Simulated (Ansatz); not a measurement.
The lowest singlet and triplet of CF2 (SMILES F[C]F); geometries from B3LYP-D3(BJ)/def2-TZVP, each state relaxed from the structure named, with no frequency check.
Singlet (charge 0, multiplicity 1):
```xyz
3

F     -1.03221    -0.20008     0.00000
C     -0.00064     0.59688     0.00000
F      1.03264    -0.19785     0.00000
```
Triplet (charge 0, multiplicity 3):
```csv
atom,x (Å),y (Å),z (Å)
F,-1.1387,-0.1668,0.0000
C,-0.0005,0.4971,0.0000
F,1.1390,-0.1646,0.0000
```

A positive gap puts the triplet lower; no zero-point energy. R- takes a restricted singlet. U- takes an unrestricted singlet (broken symmetry where lower, unprojected). The triplet is unrestricted in single-reference levels. Active spaces average the two states.

Cores are frozen in the correlated methods.

Programs: Ansatz (Gaussian basis) for Hartree–Fock, density functionals and correlated methods. 

```csv
level,"gap E(singlet) − E(triplet), adiabatic (kcal/mol)"
R-HF/cc-pVTZ,-32.31
U-r2SCAN/def2-TZVPP,(withheld)
R-wB97X-V/def2-TZVPP,-56.20
R-MP2/cc-pVQZ,-54.75
U-SCS-MP2/cc-pVTZ (spin-contaminated),-53.98
R-CCSD/cc-pVDZ,-52.96
R-CCSDT/cc-pVDZ,-54.81
"FIC-NEVPT4(SD) on SA-CASSCF(2,2)/cc-pVDZ",-53.89
"FIC-MRCISD+Q on SA-CASSCF(2,2)/cc-pVQZ",-55.44
```

**Question.** Fill in the missing entries.

**Answer.** 
- U-r2SCAN/def2-TZVPP, gap E(singlet) − E(triplet), adiabatic (kcal/mol): -45.10

Doubts at one or more of the structures used: a restricted determinant that unrestricted orbitals would lower (R-HF/cc-pVTZ, R-MP2/cc-pVQZ, R-CCSD/cc-pVDZ, R-CCSDT/cc-pVDZ).

Ansatz is an electronic-structure program.
